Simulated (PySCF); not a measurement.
Compound: C₉H₉F.
SMILES: `FCC12C=CC(C=C1)C=C2`

Torsions of this conformer, `[F:1][CH2:2][C@:3]12[CH:4]=[CH:5][C@H:6]([CH:7]=[CH:8]1)[CH:9]=[CH:10]2`: F1–C2–C3–C4 61°.

The closed-shell ground state was solved at several levels (PySCF, density fitting, gas phase, non-relativistic). Geometry: PBE0-D3(BJ)/def2-SVP, one conformer, isolated molecule.

| level | basis functions | HOMO (eV) | LUMO (eV) | gap (eV) | dipole (D) |
| --- | --- | --- | --- | --- | --- |
| CAM-B3LYP/pcSseg-1 | 215 | -7.52 | 0.90 | 8.42 | 1.77 |
| PBE0/pcSseg-1 | 215 | -6.21 | -0.25 | 5.96 | 1.74 |

Task: What might CAM-B3LYP/def2-SVPD (275 basis functions) give for the same quantities?

Result: HOMO -7.57 eV, LUMO 0.72 eV, gap 8.29 eV, dipole 1.85 D.

Task: Over all these levels, which gives the widest orbital gap and which the narrowest?

Result: CAM-B3LYP/pcSseg-1 (range-separated hybrid) has the widest, 8.42 eV, and PBE0/pcSseg-1 (global hybrid, 25 % exact exchange) the narrowest, 5.96 eV. The two share the basis. From the narrowest to the widest the HOMO moves by -1.31 eV and the LUMO by +1.15 eV.

Task: How far do the dipole and the HOMO energy spread over the levels?

Result: The dipole runs from 1.74 to 1.85 D (mean 1.79 D) and the HOMO from -7.57 to -6.21 eV.
